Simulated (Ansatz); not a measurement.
Species: HgCl, charge 0, doublet. HgCl (parent SMILES [Cl][Hg], doublet).
B3LYP-D3(BJ)/def2-TZVP minimum from Ansatz (a first-principles code):
```xyz
2

Hg     0.0000     0.0000    -0.4308
Cl     0.0000     0.0000     2.0275
```
Charge 0, spin multiplicity 2.

Total energies in def2-SVP, 19 correlated electrons, 9 frozen orbitals. UHF or UKS for unpaired electrons; spin-orbit terms are left out. Cores are frozen in correlated methods (noble-gas shells, and filled d and f shells in the p block). Past Kr the def2 sets carry scalar-relativistic core potentials. The spin of ClHg (parent SMILES [Cl][Hg], doublet) was assumed, and the state is the lowest solution found for it.

```json
[
 {"method": "HF", "program": "Ansatz", "energy (Eh)": "-611.88589", "minus CCSDT(Q) (mEh)": "417.94"},
 {"method": "MP2", "program": "Ansatz", "energy (Eh)": "-612.29494", "minus CCSDT(Q) (mEh)": "8.89"},
 {"method": "CCSD", "program": "Ansatz", "energy (Eh)": "-612.29531", "minus CCSDT(Q) (mEh)": "8.51"},
 {"method": "CCSD(T)", "program": "Ansatz", "energy (Eh)": "-612.30275", "minus CCSDT(Q) (mEh)": "1.07"},
 {"method": "CCSDT(Q)", "program": "Ansatz", "energy (Eh)": "-612.30383", "minus CCSDT(Q) (mEh)": "0.00"}
]
```

Rough core times of Ansatz's runs on a shared machine: CCSD(T) under 20 s, CCSDT(Q) 2 min.
